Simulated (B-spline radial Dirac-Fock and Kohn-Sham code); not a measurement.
## Lu²⁺: L2-M23M23 lines in intermediate coupling

System: the Lu²⁺ ion in the configuration 1s2 2s2 2p6 3s2 3p6 3d10 4s2 4p6 4d10 4f14 5s2 5p6 6s1.

Model: Dirac-Fock energy differences between relaxed states, corrected for Breit and QED terms. Program: a radial finite-basis atomic code. The two-hole levels come from diagonalising the Coulomb interaction among the jj configurations; intensities are independent-particle Coulomb rates. Kinetic energies are from the vacuum level. No correlation. Open outer shells are spectators and are not coupled to the holes.

| kinetic energy (eV) | J | leading jj holes (weight) | leading LS term (weight) |
| --- | --- | --- | --- |
| 5725.7 | 0 | M2M2 (1.00) | ³P0 (0.63) |
| 5970.3 | 2 | M2M3 (1.00) | ¹D2 (0.69) |
| 5979.6 | 1 | M2M3 (1.00) | ³P1 (1.00) |
| 6198.5 | 0 | M3M3 (1.00) | ¹S0 (0.63) |
| 6216.3 | 2 | M3M3 (1.00) | ³P2 (0.69) |

The intensity is shared as follows: 5970.3 eV 50.6 %, 5725.7 eV 25.0 %, 5979.6 eV 23.2 %, 6198.5 eV 0.6 %, 6216.3 eV 0.5 %.

The strongest line, by its leading LS label ¹D2, lies at 5970.3 eV. The mean weight of the leading component is 1.00 in jj and 0.73 in LS coupling, so jj labels describe these levels better.

Values without a named source are computed, but for edge energies of neutral atoms, which are taken from tables.
